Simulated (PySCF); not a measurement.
# Distorted geometries of Tm2O2F2

Tm2O2F2 (singlet in the valence; each metal's 4f electrons, 12 of them, lie in its core potential, out of spins and levels). PySCF 2.14.0, RKS BP86, Tm lcecp-1-SVP with ECP58, O def2-SVP, F def2-SVP; non-relativistic Hamiltonian with scalar-relativistic core potentials where named; density fitting; no spin-orbit coupling. Relaxed geometry:

```xyz
6

Tm    0.0000    0.6441    1.3997
Tm    0.0000   -0.6441   -1.3997
O     1.3396    0.0000    0.0000
O    -1.3396    0.0000    0.0000
F     0.0000   -0.4726    3.0659
F     0.0000    0.4726   -3.0659
```

**Question.** Order these distorted geometries by energy above the relaxed one, lowest first.
A.
```xyz
6

Tm    0.1928    0.6324    1.5421
Tm   -0.1506   -0.6286   -1.5844
O     1.4319    0.1745    0.2369
O    -1.1873   -0.1530    0.0415
F    -0.1823   -0.5291    2.6443
F    -0.1045    0.5037   -2.8804
```
B.
```xyz
6

Tm   -0.0646    0.5632    1.4435
Tm   -0.0183   -0.6415   -1.4165
O     1.4063    0.0130    0.0635
O    -1.3254    0.0294    0.0145
F    -0.0075   -0.4716    3.0798
F     0.0095    0.5075   -3.1847
```
C.
```xyz
6

Tm   -0.0293    0.5793    1.3868
Tm   -0.0086   -0.5374   -1.4161
O     1.2695   -0.1593   -0.0630
O    -1.3443    0.0143   -0.0184
F     0.0286   -0.3384    3.1332
F     0.0841    0.4415   -3.0225
```

**Answer.** B (0.34 eV), C (0.53 eV), A (4.95 eV).

**Question.** Which forces (eV/Å) act in the one that lies 4.95 eV up?

**Answer.** 
```
Tm    0.21  12.52  -9.72
Tm    1.40  -6.28  10.42
O     2.09  -1.91  -3.73
O    -0.58   0.60  -0.41
F    -3.09 -11.97  11.15
F    -0.03   7.03  -7.72
```
Forces carry noise of the integration grid, about 0.01 to 0.03 eV/Å.

A frequency check found unstable modes (1, the lowest at -24 cm⁻¹), so the relaxed geometry is a saddle point, or these are noise. An lcecp potential fixes the number of 4f electrons, so in runs with it no electron can move into or out of that shell.
